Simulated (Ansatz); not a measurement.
Reactions of CH4AlFSe, SMILES `C[Se][AlH][F]`.

Isolated molecules relaxed with PBE0-D4/def2-TZVP in Ansatz; ΔE leaves out vibrations. CBS: MP2 limit from def2 TZ/QZ plus the TZ coupled-cluster correction, frozen cores. This one scheme is used for every species. For Ge, Se outer-core shells are correlated without core-valence functions, which leaves a few kJ/mol of doubt a bond. Scalar relativity is left out up to krypton. Each species was taken in one conformer, which may not be the lowest.

Problem. Order these by ΔE at CCSD(T)/CBS, lowest first. (Estimate.)
A. `C[Se][AlH][F]` + `C[S][Al]([Cl])[Cl]` → `C[S][AlH][F]` + `C[Se][Al]([Cl])[Cl]`
B. `C[Se][AlH][F]` + `N[SiH2]N` → `N[SiH2][NH][AlH][F]` + `C[SeH]`
C. `C[Se][AlH][F]` + H₂ → `[F][AlH][SeH]` + CH₄
D. `C[Se][AlH][F]` + CH₃OH → `C[Se]CO` + `[F][AlH2]`
E. `C[Se][AlH][F]` + `[F][GeH2][F]` → `C[Se][GeH2][F]` + `[F][AlH][F]`
F. `C[Se][AlH][F]` + `[BH2][GeH2][OH]` → `[BH2][GeH2][O]C` + `[F][AlH][SeH]`
G. `C[Se][AlH][F]` + `[SiH3][SeH]` → `C[Se][Se][SiH3]` + `[F][AlH2]`

Solution. C (-0.83 eV), E (-0.73 eV), A (-0.01 eV), B (+0.14 eV), F (+0.44 eV), G (+1.04 eV), D (+1.49 eV).

Largest T1 diagnostic: 0.013, for `[F][AlH][F]`.
